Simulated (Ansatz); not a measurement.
Consider the ligand exchange at a B–O bond: `OB(Cl)Cl` + H₂Se → `ClB(Cl)[SeH]` + H₂O.

Calculated with Ansatz (gas phase, PBE0-D4/def2-TZVP geometries, no zero-point term in ΔE). CCSD(T)/CBS is the MP2 limit (def2-TZVPP, def2-QZVPP) plus CCSD(T) − MP2 in def2-TZVPP, frozen cores. This one scheme is used for every species. Functionals use def2-TZVPP. For Se outer-core shells are correlated without core-valence functions, which leaves a few kJ/mol of doubt a bond. Scalar relativity is left out up to krypton. One conformer a species, not always the lowest.

`OB(Cl)Cl`:

Cartesian coordinates in Å:
```
O -0.504 -0.835 0.494
B -0.054 0.303 -0.054
Cl -1.032 1.742 0.075
Cl 1.494 0.368 -0.893
H 0.096 -1.578 0.377
```

H₂Se:

Z-matrix (Å, degrees):
```
Se
H 1 1.467
H 1 1.467 2 91.2
```

`ClB(Cl)[SeH]`:

```xyz
5

Cl   -0.704    0.704    1.537
B    -0.399    0.314   -0.135
Cl   -1.392    1.020   -1.385
Se    1.008   -0.881   -0.689
H     1.486   -1.157    0.672
```

H₂O:

Z-matrix (Å, degrees):
```
O
H 1 0.960
H 1 0.960 2 105.1
```

```csv
level,ΔE (kJ/mol)
LDA (SPW92),70.6
BHLYP,84.2
LC-ωPBE,75.3
CCSD/def2-SVP,95.4
```

(1) What does CCSD(T)/CBS give? (Estimate.)

Largest T1 diagnostic among the species: 0.011.

Results:

(1) Computed: +61.3 kJ/mol. The listed levels differ from it by 9.3, 22.9, 14.0, 34.1 kJ/mol.

From BLYP to BHLYP (50 % exact exchange), in def2-TZVPP and without D4, ΔE moves by +7.4 kJ/mol. Leaving LDA and LC-ωPBE aside and taking each functional with its dispersion term where it has one, the values, not all of them listed here, spread over 22.8 kJ/mol, from revPBE-D4 to CAM-B3LYP-D4. LDA lies +5.7 kJ/mol from PBE without D4.
